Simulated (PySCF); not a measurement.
Species: F3Si(SH), F3HSSi.
SMILES with atom numbers: `[F:1][Si:2]([F:3])([F:4])[SH:5]` (hydrogens: H6 on S5)

A GFN2-xTB structure was refined with PySCF 2.14.0, PBE0-D3(BJ)/def2-SVP geometry optimisation, gas phase. Its GFN2-xTB values:

```csv
coordinate,GFN2-xTB
F1–Si2,1.580 Å
Si2–S5,2.101 Å
S5–H6,1.329 Å
F1–Si2–F3,105.4°
F1–Si2–F4,104.6°
F1–Si2–S5,114.4°
F3–Si2–F4,106.1°
F4–Si2–S5,113.3°
```

Task: How do these coordinates change at the PBE0-D3(BJ)/def2-SVP level?

Result: 
```json
{"coordinate": "S5–H6", "PBE0-D3(BJ)/def2-SVP (Å or °)": "1.353", "change": "+0.024"}
{"coordinate": "F1–Si2", "PBE0-D3(BJ)/def2-SVP (Å or °)": "1.599", "change": "+0.019"}
{"coordinate": "Si2–S5", "PBE0-D3(BJ)/def2-SVP (Å or °)": "2.094", "change": "-0.007"}
{"coordinate": "F4–Si2–S5", "PBE0-D3(BJ)/def2-SVP (Å or °)": "107.8", "change": "-5.5"}
{"coordinate": "F1–Si2–F4", "PBE0-D3(BJ)/def2-SVP (Å or °)": "108.2", "change": "+3.6"}
{"coordinate": "F3–Si2–F4", "PBE0-D3(BJ)/def2-SVP (Å or °)": "108.7", "change": "+2.6"}
{"coordinate": "F1–Si2–S5", "PBE0-D3(BJ)/def2-SVP (Å or °)": "113.4", "change": "-1.0"}
{"coordinate": "F1–Si2–F3", "PBE0-D3(BJ)/def2-SVP (Å or °)": "105.8", "change": "+0.4"}
```

The energy falls by 0.090 eV over 23 energy and gradient evaluations, the largest force component goes from 0.0165 to 1.8e-04 Eh/bohr, and the atoms move by 0.333 Å rms after alignment. The bond that changes most is S5–H6 (ends: sulfur bonded to Si and H; S–H hydrogen), which lengthens by 0.024 Å. Bonds longer at the end by more than 0.005 Å: 4 of 5; shorter: 1. Among the dihedrals that turn most is F3–Si2–S5–H6, from 6° to 57°. Rotational constants go from 4153, 2316, 2284 to 3950, 2349, 2302 MHz.

The run used 83 basis functions and 141 SCF cycles in all. On Arm Neoverse N1, one thread, no GPU (shared host), this took 72 s wall.

Whether it is a minimum is left open (no frequencies).
